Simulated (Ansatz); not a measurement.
Relaxation of C2H8BNOSi (14 atoms, charge 0, multiplicity 1), to a largest force component of 0.015 eV/Å in at most 40 steps.

These are results of Ansatz 0.2.0, RKS PBE-D4/6-31G*, not measurements.

```xyz
14
Properties=species:S:1:pos:R:3
C -2.122 -1.384 0.844
N -1.302 -1.679 -0.048
Si 0.381 -1.211 0.088
B 1.218 -1.784 1.769
C 1.716 -0.746 2.811
O 1.188 -3.249 2.088
H -3.178 -1.638 0.709
H -1.858 -0.738 1.700
H 0.542 0.220 0.001
H 1.182 -1.820 -1.046
H 2.551 -0.216 2.333
H 2.126 -1.299 3.705
H 0.876 -0.082 3.144
H 0.309 -3.453 2.534
```

Where does it end, and by what steps?

The forces met the threshold. After 29 steps the energy has fallen by 1.555 eV; H8 moved furthest, 1.93 Å.

| step | energy less start (eV) | largest force component (eV/Å) | accepted |
| --- | --- | --- | --- |
| 0 | 0.0000 | 2.855 | yes |
| 2 | -0.4546 | 1.413 | yes |
| 4 | -0.8110 | 1.583 | yes |
| 6 | -1.2440 | 0.248 | yes |
| 8 | -1.2812 | 0.099 | yes |
| 10 | -1.2977 | 0.167 | yes |
| 12 | -1.3330 | 0.475 | yes |
| 14 | -1.4012 | 0.542 | yes |
| 16 | -1.4718 | 0.777 | yes |
| 18 | -1.4901 | 1.135 | no |
| 20 | -1.5403 | 0.174 | yes |
| 22 | -1.5471 | 0.082 | yes |
| 24 | -1.5526 | 0.314 | yes |
| 26 | -1.5544 | 0.088 | yes |
| 28 | -1.5550 | 0.020 | yes |
| 29 | -1.5550 | 0.010 | yes |

```xyz
14
Properties=species:S:1:pos:R:3
C -2.401 -1.727 0.360
N -1.182 -2.025 0.590
Si 0.222 -0.910 0.487
B 1.178 -1.568 2.179
C 2.411 -0.941 2.926
O 0.607 -2.721 2.635
H -3.197 -2.480 0.521
H -2.752 -0.738 -0.005
H -0.208 0.534 0.361
H 0.942 -1.271 -0.785
H 3.267 -0.807 2.237
H 2.744 -1.550 3.784
H 2.166 0.074 3.293
H -0.167 -2.950 2.050
```

Whether the end is a true minimum wasn't checked by a vibrational analysis.

The run took 91 s on 2 threads of Arm Neoverse V1 (shared host), peak memory 0.18 GiB.
